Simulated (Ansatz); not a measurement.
Wavefunction ladder for `C#C[Si](F)(F)Cl`

```xyz
7

C    -1.7343   -0.2899   -0.9392
C    -0.6912   -0.0749   -0.3776
Si    0.8675    0.2223    0.4630
F     0.6381    1.1571    1.7083
F     1.8675    0.9607   -0.5024
Cl    1.7110   -1.4968    1.0848
H    -2.6586   -0.4785   -1.4369
```

The species carries charge 0 and has multiplicity 1. All single points use the PBE0-D4/def2-TZVP geometry. Frozen core, restricted reference, Ansatz 0.2.0. CBS rows extrapolate triple and quadruple zeta; past MP2 they add the triple-zeta difference.

```json
{"basis": "def2-SVP", "HF (Eh)": "-1023.30195", "MP2 corr.": "-0.83118", "CCSD corr.": "-0.85840", "(T)": "-0.02251", "CCSD(T) total": "-1024.18286"}
{"basis": "def2-TZVPP", "HF (Eh)": "-1023.92641", "MP2 corr.": "-1.08790", "CCSD corr.": "-1.11101", "(T)": "-0.04438", "CCSD(T) total": "-1025.08180"}
{"basis": "def2-QZVPP", "HF (Eh)": "-1023.96138", "MP2 corr.": "-1.18520", "CCSD corr.": "–", "(T)": "–", "CCSD(T) total": "–"}
{"basis": "CBS(def2)", "HF (Eh)": "-1023.96620", "MP2 corr.": "-1.25727", "CCSD corr.": "-1.28037", "(T)": "as TZ", "CCSD(T) total": "-1025.29095"}
```
